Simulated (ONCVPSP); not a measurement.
# What one change does to a pseudopotential (La (Z = 57), ONCV)

ONCVPSP 4.0.1 input, shortened (lines: element, Z, core and valence counts, functional; n l f; lmax; l rc ep ncon nbas qcut; lloc lpopt rc5 dvloc0; l nproj debl; icmod fcfact rcfact), LDA (Perdew-Zunger), scalar-relativistic:

```
  La 57.00    9    4        3      upf
    1    0    2.00
    2    0    2.00
    2    1    6.00
    3    0    2.00
    3    1    6.00
    3    2   10.00
    4    0    2.00
    4    1    6.00
    4    2   10.00
    5    0    2.00
    5    1    6.00
    5    2    1.00
    6    0    2.00
    3
    0    2.15    0.00    4    8    5.20
    1    1.70    0.00    3    6    5.10
    2    3.55    0.00    3    8    5.30
    3    3.30    0.03    5   10    3.50
    4    5    1.35    0.00
    0    2    2.80
    1    2    3.60
    2    2    3.70
    3    1    2.90
    3    2.50    1.10
```

In the f channel the program set the typed energies aside and used -0.168 Ha.

All-electron outer shells of the reference configuration (LDA (Perdew-Zunger), scalar-relativistic, ld1.x):

```tsv
shell	level (eV)	outermost node (bohr)	outermost maximum (bohr)
5s	-39.06	0.77	1.41
5p	-22.48	0.83	1.58
6s	-3.82	1.86	3.74
5d	-3.21	0.95	2.24
```

Change: p: rc 1.34; local potential polynomial inside 1.34 bohr (lpopt 5, dvloc0 0 Ha).

Cutoffs: the cutoffs (Ha) at which the residual kinetic energy of the hardest occupied pseudo-wave falls to 1 and 0.1 mHa per electron; they do not see the model core or the augmentation charge, which bear on the density cutoff. Errors are all-electron minus pseudo energies relative to the spin-unpolarised reference configuration.

Problem. How do hardness, ghosts and transferability respond?

Solution. The potential gets harder (13 Ha and 35 Ha → 42 Ha and 95 Ha); both files keep a bound ghost (s); of the 4 tests that both files solve, the error grows in 2 and shrinks in 1 by more than 15 % and 0.3 meV (median size 2.6 → 3.1 meV). A smaller radius makes the pseudo-wave follow the all-electron one further in, where it bends more sharply, so more plane waves are needed.

| quantity | base | changed |
| --- | --- | --- |
| cutoff, loose | 13 Ha | 42 Ha |
| cutoff, tight | 35 Ha | 95 Ha |
| loose cutoff by channel | s 10 Ha, p 13 Ha, d 5.9 Ha | s 10 Ha, p 42 Ha, d 5.9 Ha |
| bound ghosts | s | s |
| GHOST(+) flags under 300 eV | p at 157.0 eV | p at 129.5 eV |
| error for 5s2 5p6 5d1 6s1, meV [ΔE 6.16 eV] | -0.9 | -1.1 |
| error for 5s2 5p6 5d1 6s0, meV [ΔE 17.31 eV] | -2.6 | -4.1 |
| error for 5s2 5p6 5d0 6s0, meV [ΔE 36.42 eV] | +2.7 | +2.1 |
| error for 5s2 5p6 5d2 6s0, meV [ΔE 6.31 eV] | -3.9 | -6.7 |
| s: phases at 2.18 bohr within 0.05 rad from the reference energy up to (Ha; the scan ends near 5) | to the end of the scan | to the end of the scan |
| d: phases at 3.61 bohr within 0.05 rad from the reference energy up to (Ha; the scan ends near 5) | 0.7 | 0.7 |
| f: phases at 3.36 bohr within 0.05 rad from the reference energy up to (Ha; the scan ends near 5) | -0.0 | -0.0 |
| rms error of d²Exc/dni dnj with the model core, mHa | 2.34 | 2.44 |

Base: The cutoffs count occupied waves only; projector 1 of the f channel, the hardest unoccupied one, needs 38 Ha at the loose tolerance. A true bound ghost makes a file unfit for plane-wave use even where its test errors are small: the radial tests pick states by their node count and pass the ghost by.
